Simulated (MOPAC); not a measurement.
MOPAC input (PM7):

```
PM7 FORCE THERMO(298,298) PRECISE LET GEO-OK AUX(PRECISION=9) THREADS=1
F3GeI

F    -1.46679705 1   -1.08108973 1   -0.84520732 1
Ge   -1.01052285 1   -0.00752310 1   -0.05219714 1
F    -1.49530562 1    1.18912550 1   -0.62024695 1
F    -1.58100170 1   -0.14182175 1    1.23086213 1
I     1.28694559 1    0.00957427 1    0.06646088 1
```

From the output:

```
     I    5   0.434311   0.850580   0.434275   0.434252   1.706416

          HEAT OF FORMATION =    -213.909455 KCALS/MOLE

          ZERO POINT ENERGY       4.404 KCAL/MOL

           NORMAL COORDINATE ANALYSIS (Total motion = 1 Angstrom)

   Root No.       1         2         3         4         5         6         7         8

                 1 E       1 E       1 A1      2 E       2 E       2 A1      3 A1      3 E

                 165.2     165.2     206.0     234.0     234.0     268.8     595.0     606.2

           1   -0.0768    0.0115    0.0303    0.0180   -0.1126   -0.0418    0.3096    0.4237
           2    0.2072   -0.0906   -0.1150    0.3418    0.0324   -0.1312    0.0057   -0.0062
           3    0.3526   -0.0158   -0.1856   -0.2033   -0.0724   -0.2118    0.0093   -0.0070
           4   -0.0897    0.0134    0.0552    0.0202   -0.1262   -0.0773   -0.0212   -0.1379
           5   -0.0299   -0.0820   -0.0758   -0.1090   -0.0441    0.1063    0.0291   -0.0516
           6   -0.0219    0.0568   -0.1224    0.0766   -0.0295    0.1717    0.0470   -0.0302
           7    0.0707    0.1840    0.1000   -0.2501    0.2198    0.1377   -0.1009    0.0782
           8   -0.0733   -0.1260   -0.0642   -0.0104   -0.1470   -0.0006   -0.2928    0.2703
           9   -0.2449   -0.2637   -0.1856   -0.1050    0.1912   -0.2118    0.0093    0.0017
          10    0.0177   -0.1972    0.1000    0.1686    0.2890    0.1377   -0.1009    0.0357
          11   -0.1300    0.2274   -0.1376    0.0109    0.2532   -0.1893    0.1387   -0.0631
          12   -0.1049    0.2721   -0.1401    0.0677   -0.0261   -0.0949   -0.2580    0.1230
          13    0.0495   -0.0074   -0.0660   -0.0021    0.0129    0.0093   -0.0040   -0.0016
          14    0.0165    0.0453    0.0908    0.0111    0.0045   -0.0127    0.0055   -0.0006
          15    0.0121   -0.0314    0.1466   -0.0078    0.0030   -0.0206    0.0090   -0.0003

   Root No.       9

                 3 E

                 606.2

           1    0.0829
           2    0.0066
           3   -0.0062
           4   -0.0270
           5    0.1244
           6   -0.0893
           7   -0.1053
           8   -0.3213
           9   -0.0093
          10    0.1275
          11   -0.1703
          12    0.3634
          13   -0.0003
          14    0.0014
          15   -0.0010

           MASS-WEIGHTED COORDINATE ANALYSIS (NORMAL COORDINATES)

   Root No.       1         2         3         4         5         6         7         8

                 1 E       1 E       1 A1      2 E       2 E       2 A1      3 A1      3 E

                 165.2     165.2     206.0     234.0     234.0     268.8     595.0     606.2

           1   -0.1343    0.0194    0.0445    0.0311   -0.1912   -0.0683    0.5632    0.7008
           2    0.3625   -0.1528   -0.1687    0.5897    0.0551   -0.2144    0.0104   -0.0103
           3    0.6168   -0.0267   -0.2724   -0.3508   -0.1230   -0.3460    0.0169   -0.0115
           4   -0.3065    0.0442    0.1582    0.0681   -0.4189   -0.2470   -0.0754   -0.4460
           5   -0.1021   -0.2701   -0.2176   -0.3676   -0.1465    0.3396    0.1036   -0.1667
           6   -0.0749    0.1872   -0.3512    0.2585   -0.0980    0.5482    0.1672   -0.0976
           7    0.1237    0.3102    0.1468   -0.4315    0.3733    0.2250   -0.1835    0.1294
           8   -0.1283   -0.2125   -0.0943   -0.0179   -0.2497   -0.0010   -0.5326    0.4471
           9   -0.4283   -0.4446   -0.2724   -0.1811    0.3247   -0.3460    0.0169    0.0028
          10    0.0310   -0.3325    0.1468    0.2909    0.4909    0.2250   -0.1835    0.0590
          11   -0.2274    0.3833   -0.2019    0.0189    0.4300   -0.3094    0.2522   -0.1043
          12   -0.1834    0.4587   -0.2057    0.1168   -0.0443   -0.1550   -0.4694    0.2034
          13    0.2239   -0.0323   -0.2505   -0.0092    0.0564    0.0391   -0.0190   -0.0067
          14    0.0746    0.1973    0.3444    0.0495    0.0197   -0.0538    0.0261   -0.0025
          15    0.0547   -0.1368    0.5559   -0.0348    0.0132   -0.0869    0.0421   -0.0015

   Root No.       9

                 3 E

                 606.2

           1    0.1325
           2    0.0105
           3   -0.0099
           4   -0.0843
           5    0.3890
           6   -0.2790
           7   -0.1683
           8   -0.5138
           9   -0.0149
          10    0.2039
          11   -0.2723
          12    0.5811
          13   -0.0013
          14    0.0059
          15   -0.0042

          DESCRIPTION OF VIBRATIONS

 VIBRATION          2    1E          ATOM PAIR     ENERGY CONTRIBUTION    RADIAL
 FREQUENCY           165.22         Ge2 -- F 4         +34.5% ( 88.3%)      4.1%
 TRANSITION DIPOLE   0.9208         Ge2 -- F 3         +29.5% ( 81.7%)      4.0%
 TRAVEL (Ang.)       0.2307         Ge2 -- I 5         +18.8% ( 65.2%)      0.0%
 REDUCED MASS        7.6692         F 1 -- Ge2         +17.3% ( 62.6%)      1.0%
 EFFECTIVE MASS     34.1556
 FORCE CONSTANT      0.1233

 VIBRATION          3    1A1         ATOM PAIR     ENERGY CONTRIBUTION    RADIAL
 FREQUENCY           206.01         Ge2 -- I 5         +51.0% ( 86.3%)    100.0%
 TRANSITION DIPOLE   2.0971         Ge2 -- F 4         +16.3% ( 48.9%)     60.1%
 TRAVEL (Ang.)       0.0982         Ge2 -- F 3         +16.3% ( 48.9%)     60.1%
 REDUCED MASS       33.9276         F 1 -- Ge2         +16.3% ( 48.9%)     60.1%
 EFFECTIVE MASS     78.9403
 FORCE CONSTANT      0.8483

 VIBRATION          5    2E          ATOM PAIR     ENERGY CONTRIBUTION    RADIAL
 FREQUENCY           234.02         Ge2 -- F 4         +38.1% ( 83.9%)      0.6%
 TRANSITION DIPOLE   1.7945         Ge2 -- F 3         +29.5% ( 73.9%)      2.6%
 TRAVEL (Ang.)       0.1849         Ge2 -- I 5         +20.8% ( 62.0%)      0.0%
 REDUCED MASS        8.4261         F 1 -- Ge2         +11.6% ( 46.3%)     55.7%
 EFFECTIVE MASS     33.4024
 FORCE CONSTANT      0.2719

 VIBRATION          6    2A1         ATOM PAIR     ENERGY CONTRIBUTION    RADIAL
 FREQUENCY           268.82         F 1 -- Ge2         +26.3% ( 72.6%)      2.8%
 TRANSITION DIPOLE   4.6692         Ge2 -- F 3         +26.3% ( 72.6%)      2.8%
 TRAVEL (Ang.)       0.1175         Ge2 -- F 4         +26.3% ( 72.6%)      2.8%
 REDUCED MASS       18.1835         Ge2 -- I 5         +21.0% ( 64.8%)    100.0%
 EFFECTIVE MASS     44.7633
 FORCE CONSTANT      0.7742

 VIBRATION          7    3A1         ATOM PAIR     ENERGY CONTRIBUTION    RADIAL
 FREQUENCY           595.01         Ge2 -- F 4         +33.1% ( 55.1%)     92.9%
 TRANSITION DIPOLE   2.5318         F 1 -- Ge2         +33.1% ( 55.1%)     92.9%
 TRAVEL (Ang.)       0.1387         Ge2 -- F 3         +33.1% ( 55.1%)     92.9%
 REDUCED MASS        5.8932         Ge2 -- I 5          +0.7% (  8.1%)    100.0%
 EFFECTIVE MASS     20.8867
 FORCE CONSTANT      1.2293

 VIBRATION          9    3E          ATOM PAIR     ENERGY CONTRIBUTION    RADIAL
 FREQUENCY           606.18         Ge2 -- F 4         +52.2% ( 80.1%)     96.3%
 TRANSITION DIPOLE   3.3878         Ge2 -- F 3         +35.5% ( 66.1%)     87.8%
 TRAVEL (Ang.)       0.1077         F 1 -- Ge2          +7.1% ( 29.5%)     17.9%
 REDUCED MASS        9.5886         Ge2 -- I 5          +5.3% ( 25.5%)      0.0%
 EFFECTIVE MASS     28.6954
 FORCE CONSTANT      2.0759

      SYMMETRY NUMBER FOR POINT-GROUP C3v =  3
```
